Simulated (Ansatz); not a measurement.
C$_{3}$H$_{5}$BInN, SMILES `C#[C][In]1[BH][CH]1N`. Charge 0, multiplicity 1. In takes the def2 core potential.

```xyz
11

C    -2.9004    1.1232    2.0216
C    -2.0225    1.0097    1.1956
In   -0.5219    0.8735   -0.2671
B     1.1029    0.5969   -1.7143
C     1.5417   -0.6066   -1.0582
N     0.8130   -1.0761    0.1308
H    -3.6724    1.2191    2.7516
H     1.4514    1.2267   -2.6592
H     2.3844   -1.2324   -1.3549
H     0.4168   -2.0022    0.0013
H     1.4070   -1.1316    0.9527
```

Problem. List the harmonic frequencies (cm⁻¹, unscaled) at PBE0-D4/def2-TZVP in Ansatz. (Best estimate.)

Solution. Computed: 44, 68, 149, 215, 249, 283, 359, 440, 523, 643, 708, 714, 725, 805, 824, 974, 1021, 1171, 1200, 1443, 1647, 2111, 2697, 3116, 3455, 3478, 3536.

Problem. Is this a minimum?

Solution. Yes, all 27 modes are real.

Problem. Give the ideal-gas thermochemistry at 298.15 K and 1 bar (rigid rotor, harmonic oscillator; point group Cs, symmetry number 1).

Solution. Zero-point energy 195.0 kJ/mol; H(298) − E = 218.8 kJ/mol; entropy 381.2 J/(mol·K), of which translation 173.7, rotation 116.6, vibration 90.9; G(298) − E = 105.2 kJ/mol. Modes under 100 cm⁻¹ are hindered rotations or soft bends, so the harmonic entropy is rough.
